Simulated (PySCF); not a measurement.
PySCF input for Si(All)(H)3 (C3H8Si), SMILES C=CC[SiH3], B3LYP-D3(BJ)/def2-SVP. Geometry optimised at B3LYP-D3(BJ)/def2-SVP. Other conformers were not sampled.

```python
import numpy as np
from pyscf import gto, scf, dft, df
from pyscf.hessian import thermo

mol = gto.M(
    atom='''
    Si    1.47204966    0.50567357   -0.09721892
    C     0.12318830   -0.82728408    0.04831484
    C    -1.18885117   -0.25694323    0.49736329
    C    -2.25984950   -0.05982497   -0.27860350
    H     2.78498559   -0.12309480   -0.43247762
    H     1.11271587    1.48226406   -1.16523990
    H     1.60870133    1.23676303    1.19718614
    H     0.48717468   -1.58709081    0.76261864
    H     0.02576205   -1.32205918   -0.93283329
    H    -1.23976613    0.05045482    1.55008818
    H    -2.26108000   -0.34341801   -1.33649352
    H    -3.17411452    0.39106453    0.11576863
    ''',
    basis='def2-SVP',
    charge=0,
    spin=0,
    max_memory=1600,
    verbose=3,
)
mf = dft.RKS(mol, xc='b3lyp').density_fit(auxbasis='def2-universal-jkfit')
mf.disp = 'd3bj'
mf.grids.level = 3
mf.conv_tol = 1e-11
mf.max_cycle = 100
mf.kernel()

# [left out here: the lines that compute and print the analytic Hessian (its translational invariance restored by hand, since the grid's response is missing), thermochemistry and intensities]
```

Program output:

```
converged SCF energy = -408.458399346335

WARN: DFTD3 does not support analytical Hessian, using finite difference


WARN: Mole.unit (angstrom) is changed to Bohr

Mode                                 0                   1                   2
Irrep
Freq [cm^-1]                       83.2572            148.6034            224.0769
Reduced mass [au]                   2.5608              1.1211              1.9498
Force const [Dyne/A]                0.0105              0.0146              0.0577
Char temp [K]                     119.7885            213.8072            322.3968
Normal mode                   x     y     z       x     y     z       x     y     z
       0  Si                 0.06 -0.01  0.02   -0.01 -0.00 -0.01   -0.07 -0.01  0.02
       1   C                -0.03  0.07 -0.05    0.00  0.00  0.07    0.02 -0.09 -0.04
       2   C                -0.02  0.08 -0.04   -0.01  0.01  0.01    0.10  0.08 -0.04
       3   C                -0.10 -0.12  0.03    0.03 -0.00 -0.05    0.04  0.00  0.02
       4   H                 0.01 -0.10 -0.04   -0.13  0.03 -0.54    0.02  0.19  0.00
       5   H                 0.14  0.11  0.11   -0.30  0.25  0.32   -0.17  0.04  0.10
       6   H                 0.14 -0.13  0.08    0.40 -0.30  0.12   -0.19 -0.10  0.09
       7   H                -0.06  0.03 -0.08    0.01  0.04  0.11   -0.01 -0.07 -0.01
       8   H                -0.04  0.10 -0.07    0.02 -0.05  0.09   -0.02 -0.10 -0.03
       9   H                 0.05  0.24 -0.08   -0.07  0.03  0.00    0.24  0.35 -0.11
      10   H                -0.18 -0.29  0.08    0.09 -0.03 -0.05   -0.10 -0.26  0.09
      11   H                -0.10 -0.11  0.04    0.01  0.01 -0.12    0.13  0.19  0.01
Mode                                 3                   4                   5
Irrep
Freq [cm^-1]                      407.7954            520.6038            591.3781
Reduced mass [au]                   1.8623              1.0968              1.4573
[...]
Reduced mass [au]                   1.0353              1.0730              1.1119
Force const [Dyne/A]                0.5545              0.5793              0.6870
Char temp [K]                    1371.7239           1377.2038           1473.3269
Normal mode                   x     y     z       x     y     z       x     y     z
       0  Si                -0.01  0.00 -0.03   -0.02  0.02  0.01    0.00  0.00  0.01
       1   C                 0.00 -0.00 -0.01   -0.04  0.02  0.00    0.03 -0.01 -0.01
       2   C                -0.00  0.00 -0.00    0.01 -0.01 -0.01   -0.04 -0.05  0.04
       3   C                -0.01 -0.00  0.00    0.03 -0.02 -0.01    0.00  0.01 -0.03
       4   H                 0.15 -0.07  0.72    0.13  0.29  0.01   -0.02 -0.03 -0.02
       5   H                -0.39  0.09  0.20    0.17 -0.41 -0.44   -0.04 -0.05 -0.02
       6   H                 0.46 -0.09 -0.01    0.35 -0.46  0.23    0.02  0.02 -0.01
       7   H                 0.03  0.02 -0.00   -0.04  0.05  0.03    0.24 -0.01 -0.11
       8   H                -0.01 -0.01 -0.00   -0.10  0.00  0.02   -0.14 -0.06  0.03
       9   H                 0.02 -0.00  0.00   -0.04  0.00 -0.01    0.08  0.69 -0.16
      10   H                 0.03  0.02 -0.00   -0.10  0.02 -0.02    0.01  0.38 -0.12
      11   H                -0.01  0.01 -0.03    0.11  0.03  0.12   -0.08 -0.30  0.14
Mode                                15                  16                  17
Irrep
Freq [cm^-1]                     1058.1498           1181.9133           1207.8382
Reduced mass [au]                   1.3273              1.4490              1.4708
Force const [Dyne/A]                0.8756              1.1926              1.2642
Char temp [K]                    1522.4420           1700.5100           1737.8102
Normal mode                   x     y     z       x     y     z       x     y     z
       0  Si                -0.00  0.00 -0.02    0.01 -0.00 -0.00    0.00 -0.00  0.01
       1   C                -0.06  0.05  0.04   -0.14 -0.06  0.04   -0.03  0.02  0.08
       2   C                 0.02 -0.09 -0.05    0.01  0.04 -0.01    0.07 -0.04 -0.10
       3   C                 0.01  0.02  0.05    0.01 -0.01 -0.01   -0.05  0.03  0.04
       4   H                 0.03  0.05  0.03    0.04  0.05 -0.01    0.01  0.04 -0.03
       5   H                 0.07  0.06  0.02   -0.04 -0.02 -0.01   -0.01 -0.02 -0.01
       6   H                -0.04 -0.08  0.04   -0.05 -0.03  0.02    0.01  0.03 -0.02
       7   H                -0.48 -0.06  0.14    0.53  0.20 -0.04    0.37  0.02 -0.13
       8   H                 0.30  0.13 -0.04    0.46  0.25 -0.17   -0.57  0.08  0.10
       9   H                 0.42  0.19 -0.11    0.10 -0.04  0.02    0.17 -0.11 -0.08
      10   H                 0.30  0.04  0.04    0.01  0.06 -0.02    0.18 -0.05  0.05
      11   H                -0.11 -0.10 -0.10    0.02 -0.07  0.07   -0.16 -0.01 -0.20
Mode                                18                  19                  20
Irrep
Freq [cm^-1]                     1313.4981           1412.2529           1441.1511
Reduced mass [au]                   1.2264              1.1121              1.1807
Force const [Dyne/A]                1.2467              1.3069              1.4448
Char temp [K]                    1889.8314           2031.9175           2073.4956
Normal mode                   x     y     z       x     y     z       x     y     z
       0  Si                -0.00  0.00  0.00    0.00  0.00  0.00   -0.00 -0.00  0.00
       1   C                 0.01  0.01  0.02   -0.01  0.05  0.02    0.06 -0.05 -0.01
       2   C                -0.00  0.02  0.08   -0.06  0.03 -0.03   -0.07  0.01 -0.00
       3   C                -0.03 -0.01 -0.09   -0.01 -0.00 -0.02   -0.03  0.00 -0.04
       4   H                -0.01 -0.01 -0.01   -0.00  0.00 -0.00   -0.01 -0.02 -0.00
       5   H                 0.00 -0.00 -0.00   -0.00 -0.01 -0.01   -0.00  0.00  0.00
       6   H                 0.00  0.00  0.00    0.00 -0.01  0.01   -0.00  0.01 -0.00
       7   H                -0.02 -0.04 -0.01    0.11 -0.32 -0.41   -0.02  0.25  0.33
       8   H                -0.09 -0.02  0.04    0.15 -0.40  0.22   -0.26  0.34 -0.17
       9   H                 0.73 -0.21  0.18    0.17 -0.08  0.01    0.19 -0.04  0.03
      10   H                -0.38  0.11 -0.13    0.36 -0.14  0.03    0.39 -0.14  0.01
      11   H                -0.03 -0.01 -0.07    0.20  0.03  0.39    0.21  0.04  0.44
Mode                                21                  22                  23
Irrep
Freq [cm^-1]                     1712.5618           2212.0339           2218.4729
Reduced mass [au]                   4.8629              1.0330              1.0426
Force const [Dyne/A]                8.4030              2.9781              3.0232
Char temp [K]                    2463.9952           3182.6242           3191.8886
Normal mode                   x     y     z       x     y     z       x     y     z
       0  Si                 0.00  0.00  0.00   -0.03  0.01  0.00   -0.00  0.02  0.03
       1   C                 0.03 -0.01  0.01   -0.00  0.00  0.00   -0.00  0.00  0.00
       2   C                -0.17  0.04 -0.09    0.00 -0.00 -0.00   -0.00  0.00 -0.00
       3   C                 0.14 -0.03  0.10   -0.00 -0.00  0.00    0.00 -0.00  0.00
       4   H                -0.00 -0.00 -0.00    0.84 -0.41 -0.21    0.18 -0.08 -0.04
       5   H                -0.01 -0.00 -0.00   -0.04  0.08 -0.09    0.02 -0.06  0.09
       6   H                -0.00  0.00  0.01    0.01  0.10  0.17   -0.09 -0.46 -0.83
       7   H                 0.07 -0.01 -0.01   -0.00  0.00 -0.00    0.00 -0.00  0.00
       8   H                -0.07  0.02 -0.00   -0.00 -0.00  0.00    0.00  0.01  0.00
       9   H                 0.17 -0.08 -0.06    0.00  0.00 -0.00    0.00  0.00  0.00
      10   H                -0.18  0.09  0.09    0.00 -0.00  0.00   -0.00  0.00  0.00
      11   H                 0.03 -0.06 -0.18    0.00  0.00 -0.00    0.00 -0.00 -0.00
Mode                                24                  25                  26
Irrep
Freq [cm^-1]                     2227.8740           3026.9509           3084.8643
Reduced mass [au]                   1.0448              1.0604              1.1029
Force const [Dyne/A]                3.0553              5.7244              6.1839
Char temp [K]                    3205.4146           4355.1083           4438.4328
Normal mode                   x     y     z       x     y     z       x     y     z
       0  Si                -0.01  0.02 -0.03   -0.00  0.00 -0.00   -0.00  0.00 -0.00
       1   C                -0.00  0.00 -0.00   -0.02  0.06  0.00   -0.02  0.00 -0.09
       2   C                -0.00  0.00  0.00    0.00  0.00 -0.00   -0.00  0.00  0.01
       3   C                 0.00 -0.00  0.00   -0.00  0.00 -0.00    0.00 -0.00  0.00
       4   H                 0.08 -0.03 -0.03    0.00 -0.00 -0.00   -0.00 -0.00  0.00
       5   H                 0.23 -0.63  0.69    0.00 -0.00  0.00    0.00 -0.00  0.00
       6   H                 0.01  0.07  0.10    0.00 -0.00 -0.00    0.00  0.00  0.00
       7   H                 0.00  0.01 -0.00    0.26 -0.52  0.51    0.18 -0.38  0.35
       8   H                 0.00 -0.00 -0.00   -0.06 -0.25 -0.52    0.07  0.34  0.67
       9   H                 0.00  0.00 -0.00   -0.00 -0.00 -0.00    0.01 -0.04 -0.15
      10   H                 0.00  0.00 -0.00   -0.00  0.00  0.01    0.00 -0.00 -0.01
      11   H                 0.00  0.00  0.00    0.00 -0.00 -0.00   -0.02  0.01  0.01
Mode                                27                  28                  29
Irrep
Freq [cm^-1]                     3126.9753           3135.1635           3228.1742
Reduced mass [au]                   1.0671              1.0856              1.1165
Force const [Dyne/A]                6.1476              6.2871              6.8553
Char temp [K]                    4499.0212           4510.8023           4644.6240
Normal mode                   x     y     z       x     y     z       x     y     z
       0  Si                -0.00 -0.00 -0.00   -0.00 -0.00 -0.00    0.00  0.00  0.00
       1   C                -0.00  0.00 -0.01   -0.00  0.00 -0.01    0.00 -0.00  0.00
       2   C                 0.01 -0.02 -0.05   -0.00 -0.01 -0.06    0.00  0.00  0.01
       3   C                -0.03  0.01 -0.03    0.03 -0.00  0.04   -0.05  0.04  0.07
       4   H                 0.00  0.00  0.00    0.00  0.00  0.00   -0.00 -0.00 -0.00
       5   H                 0.00  0.00  0.00    0.00  0.00  0.00   -0.00 -0.00 -0.00
       6   H                 0.00  0.00  0.00    0.00  0.00  0.00   -0.00 -0.00 -0.00
       7   H                 0.02 -0.05  0.04    0.02 -0.04  0.04   -0.00  0.00 -0.00
       8   H                 0.01  0.05  0.09    0.01  0.03  0.06    0.00 -0.00 -0.01
       9   H                -0.03  0.18  0.63   -0.03  0.19  0.65    0.00 -0.03 -0.09
      10   H                -0.01  0.14  0.50    0.00 -0.15 -0.55   -0.01 -0.14 -0.54
      11   H                 0.39 -0.20 -0.18   -0.29  0.14  0.13    0.63 -0.31 -0.27
temperature 298.1500 [K]
pressure 101325.00 [Pa]
Rotational constants [GHz] 15.54239 2.72786 2.61278
Symmetry number 1
Zero-point energy (ZPE) 0.09458 [Eh]   248306.742 [J/mol]
                           tot       elec      trans        rot        vib
Entropy [J/mol/K]       319.740      0.000    162.115    106.592     51.034
Cv [J/mol/K]             89.340      0.000     12.472     12.472     64.397
Cp [J/mol/K]             97.654      0.000     20.786     12.472     64.397
Internal energy [J/mol]                      3718.434   3718.434 256925.160
Internal energy [Eh]   -408.35771  -408.45840
Enthalpy [J/mol]                             6197.391   3718.434 256925.160
Enthalpy [Eh]          -408.35676
Gibbs free energy [J/mol]                  -42137.066 -28061.972 241709.483
Gibbs free energy [Eh] -408.39307
mode   freq/cm-1   IR/(km/mol)
   1       83.26         0.088
   2      148.60         0.064
   3      224.08         0.203
   4      407.80         3.254
   5      520.60         8.820
   6      591.38        12.737
   7      594.07        26.950
   8      772.85        14.269
   9      844.71        41.119
  10      927.82        22.943
  11      930.96       252.210
  12      945.04        38.325
  13      953.40        44.414
  14      957.20        39.110
  15     1024.01         8.394
  16     1058.15        11.774
  17     1181.91        16.721
  18     1207.84         9.203
  19     1313.50         1.256
  20     1412.25         4.654
  21     1441.15         5.855
  22     1712.56        19.960
  23     2212.03       129.710
  24     2218.47       106.358
  25     2227.87        99.202
  26     3026.95         9.555
  27     3084.86         3.647
  28     3126.98        14.312
  29     3135.16         4.119
  30     3228.17        10.960
max |gradient| / (hartree/bohr): 3.655478117378018e-05
APT charges: [ 1.0684 -0.2926  0.1038 -0.1378 -0.2813 -0.2543 -0.2604 -0.0018 -0.0083
  0.0076  0.0238  0.033 ]
```

Self-consistency was reached.

Cost: around 90 core-seconds (rough).
